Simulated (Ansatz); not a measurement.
The molecule ZrSi, multiplicity 5 (an upper state: multiplicity 1 came lower at CCSD(T)/def2-TZVPP on PBE0 minima). No spin–orbit coupling. The T1 diagnostic near the minimum is 0.046, so single-reference values are doubtful.

The constants come from a fifth-degree fit in 1/R (seven points, main isotopes). In def2 and cc sets the state is the lowest found near the PBE0 minimum, followed along R.

The values were computed with Ansatz (a quantum-chemistry and plane-wave program) with Gaussian orbitals. Values without a source in brackets are computed. In def2 rows elements past Kr take small-core potentials, without spin–orbit coupling.

Energies at PBE0/def2-TZVPP:

```tsv
R (Å)	E (hartree)
2.341596	-336.23244794
2.404542	-336.23711036
2.462452	-336.23936300
2.527916	-336.23999074
2.593380	-336.23897585
2.668916	-336.23621379
2.757040	-336.23139293
```

Task: With a reduced mass of 21.3371 u, find the minimum, the force constant and the constants.

Result: A fifth-degree polynomial in 1/R puts the minimum at r_e = 2.5178 Å with force constant 173 N/m. Then ω_e = (1/2πc)√(k/μ) = 370 cm⁻¹ and B_e = h/(8π²cμr_e²) = 0.1246 cm⁻¹; the cubic and quartic terms give α_e = 0.00048 and ω_e x_e = 1.1 cm⁻¹.
